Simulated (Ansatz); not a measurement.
# One reagent, a row of partners

Four-centre ligand exchange: SnNH₅ ([NH2][SnH3]) meets different reagents, and the same bond of it breaks. Each row is one chosen step, not always the lowest open to these reactants.

Gas-phase electronic energies, without zero-point energy, by CCSD(T) at an estimated basis limit (MP2 extrapolated from triple and quadruple zeta, plus CCSD(T) − MP2 in triple zeta); Ansatz 0.2.0, def2-TZVPP and QZVPP, frozen cores, core potentials past krypton, on PBE0-D4/def2-TZVP structures. Extrapolation: Hartree–Fock as exp(−7.88 √X), correlation as X^−2.97. All energies, in eV, count from the separated reactants, without counterpoise correction; the start and end structures are the complexes reached by relaxing down from the saddle, and deeper ones may exist. Brackets give SMILES, or, where every atom is bracketed, only which atoms are joined. Steps whose reference was doubtful or whose search ended elsewhere are left out.

| reactants | products | broken | formed | start structure | saddle | end structure |
| --- | --- | --- | --- | --- | --- | --- |
| SnNH₅ ([NH2][SnH3]) + HF | SnH₃F ([F][SnH3]) + NH₃ | F–H, N–Sn | F–Sn, H–N | -0.551 | ? | -0.941 |
| SnNH₅ ([NH2][SnH3]) + H₂S | SnH₄S ([SH][SnH3]) + NH₃ | H–S, N–Sn | H–N, S–Sn | -0.174 | 0.274 | -0.910 |
| SnNH₅ ([NH2][SnH3]) + PH₃ | SnPH₅ ([PH2][SnH3]) + NH₃ | H–P, N–Sn | H–N, P–Sn | -0.079 | 1.067 | -0.689 |

Question: What is the height of the saddle for SnNH₅ ([NH2][SnH3]) + HF? (An estimate is asked for; the value comes from the calculation.)

Answer: Computed: -0.204 eV relative to the separated reactants, the lowest of the series; above its start structure the barrier is -0.204 − (-0.551) ≈ 0.347 eV.

No T1 diagnostic of these runs exceeds 0.014. The filled d shells of Sn are correlated in sets not built for that, so values that involve them are less sure.

For scale, one of the runs: CCSD(T)/def2-TZVPP, 235 basis functions, launched by `ansatz run in.yaml --threads 4 --pin off --events-out ev --progress --plain --max-ram 9574MiB`. Time: 2.3 min of wall clock on 4 CPU threads of an Arm Neoverse V1; the host was shared. Peak host memory: 4.5 GiB.
